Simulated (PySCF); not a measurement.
**UHF on Cu⁺ (copper, charge +1)**

Configuration: [Ar] 3d9 4p1, one real determinant (an excited configuration). All numbers are calculated (PySCF 2.14, scalar relativity by spin-free X2C-1e, in aug-cc-pwCVTZ-DK (10s9p7d4f3g, 127 functions)).

| Item | Value |
| --- | --- |
| Total energy | -1652.691332 hartree |
| One-electron energy | -2289.7338 hartree |
| Hartree (Coulomb) energy | 703.2874 hartree |
| Exchange energy | -66.2449 hartree |
| ⟨S²⟩ | 2.0012 |
| ⟨L²⟩ | 8.017 |
| Sum of ⟨r⟩ | 19.18 bohr |
| Sum of ⟨r²⟩ | 27.63 bohr² |
| Traceless quadrupole moment −½Σ⟨3z² − r²⟩ along its main axis | -4.66 e·bohr² |
| Langevin diamagnetic susceptibility | -21.9 ×10⁻⁶ cm³/mol |

```tsv
shell	electrons	mean orbital energy (hartree)	spread (hartree)	rms radius, mean of both spins (bohr)
1s α	1	-333.10610	0	0.0601
1s β	1	-333.10452	0	0.0601
2s α	1	-42.32730	0	0.254
2s β	1	-42.28715	0	0.254
2p α	3	-36.47126	0.04439	0.228
2p β	3	-36.43107	0.00418	0.228
3s α	1	-5.84732	0	0.763
3s β	1	-5.73992	0	0.763
3p α	3	-4.05718	0.08878	0.810
3p β	3	-3.92831	0.07189	0.810
3d α	5	-1.15524	0.09691	1.04
3d β	4	-1.09546	0.05384	1.04
4p α	1	-0.41502	0	3.52
```

⟨L²⟩ = 8.02 against 12 for a pure F term, so this real determinant mixes terms.

Densities and radii are taken from the X2C orbitals without a picture-change correction, which distorts them close to the nucleus.

Spin-orbit constants ζ (cm⁻¹) from the X2C one-electron operator on these orbitals: bare nucleus, nucleus screened by l(l+1)(2l+1)/3 electrons, and screened by the Breit-Pauli mean field of the electrons.

```tsv
shell	bare	screened nucleus	mean field
2p	115100	107200	n/a
3p	14470	13480	n/a
3d	1409	923.1	n/a
4p	492.0	458.1	n/a
```

To first order the Landé constant is A = -231.4 cm⁻¹, so the lowest level has J = 4 and lies 0.0861 eV below the centre of the term. This holds in LS coupling only.
